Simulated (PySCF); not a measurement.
How methods differ on the excitation energy of Pd

Pd [Kr] 4d10 (1S) → Pd [Kr] 4d9 5s1 (3D), as a difference of total energies. Calculation: PySCF 2.14, in aug-cc-pwCVTZ-PP with ECP28MDF; scalar relativity through the core potential. Correlated levels: valence: 4s2 4p6 frozen; valence and next inner shell: nothing frozen outside the core potential. The calculations carry no spin-orbit coupling.

```
                                method  excitation energy (eV)
                                   UHF                  -0.098
                                   LDA                   0.944
                                   PBE                   0.812
                                  PBE0                   0.738
                                r2SCAN                   0.565
                                   M06                   1.462
                                 B3LYP                   0.744
                                 B97-3                   0.905
                         MP2 (valence)                   1.285
                     SCS-MP2 (valence)                   1.243
    MP2 (valence and next inner shell)                   1.279
SCS-MP2 (valence and next inner shell)                   1.184
```

Question: How much does correlation contribute at MP2 (valence and next inner shell)?

Answer: 1.279 − (-0.098) = 1.377 eV, measured against UHF.
